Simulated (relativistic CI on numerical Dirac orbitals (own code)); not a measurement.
W LXXI: sensitivity of the levels to the model

Base calculation: Dirac-Coulomb-Breit CI, orbitals from a KLI potential per configuration, a model potential for QED, unscaled Slater integrals.

CI space (outside the closed core 1s2): 2s2, 2s 2p, 2p2, 2p 3s, 2p 3p, 2s 3s, 2s 3p, 2s 3d, 2s 4s, 2s 4p, 2s 4d, 2s 4f, 2s 5s, 3s2, 2s 5p, 2s 5d, 2s 5f, 2s 5g, 3s 3p, 3p2. Levels of other configurations are missing.

Variants: (1) valence Slater integrals scaled by 0.9; (2) Breit term removed. Shifts of the energy above 2s2 1S_0, in eV, for the lowest level and the first level of each name with at least 55 % of one term (blank where a level changes its place among those of its configuration and J or its character, or is not in the variant):

```
      Level     Base  Δ(1)   Δ(2)
   2s2 1S_0      0.0   0.0    0.0
2s 2p 3P°_0    172.7  +1.1  -18.0
2s 2p 3P°_1    206.8  -2.6  -13.0
   2p2 3P_0    486.8  -4.5  -37.3
2s 2p 3P°_2   1653.2  +1.4   +6.0
2s 2p 1P°_1   1744.5  -7.7   +2.9
   2p2 3P_1   1923.3  +0.1  -16.4
   2p2 1D_2   1941.5  -2.5   -7.9
   2p2 3P_2   3416.6  -1.2   +7.3
   2p2 1S_0   3485.6  -7.4   -2.6
 2s 3s 3S_1  10984.6  -0.8  +14.7
 2s 3s 1S_0  11019.0  -3.9  +13.0
2s 3p 3P°_0  11065.7  -1.6   +7.7
2s 3p 3P°_1  11065.9  -1.8  +10.3
2p 3s 3P°_0  11198.9  -1.6   -3.4
2p 3s 3P°_1  11200.9  -1.8   -1.9
 2p 3p 3D_1  11247.8  +0.1   -5.8
 2p 3p 3P_0  11302.9  -5.3   -9.3
2s 3p 3P°_2  11503.1  -1.7  +14.8
2s 3p 1P°_1  11510.9  -2.6  +15.0
 2s 3d 3D_1  11537.0  -1.4  +16.4
 2s 3d 3D_2  11542.4  -2.0  +19.2
```

At this charge energies of transitions that change n are usually good to better than 1 %, and those within a shell (Δn = 0) to a few per cent.

Ionisation energy from the two ground configurations alone: base 19347.2 eV; Breit term removed 19366.3 eV. The NIST ASD value (semi-empirical) is 19362 eV.

LS names give the leading component of a level, which can be under half, so a name can repeat, a term be missing and a line seem to break the LS rules.
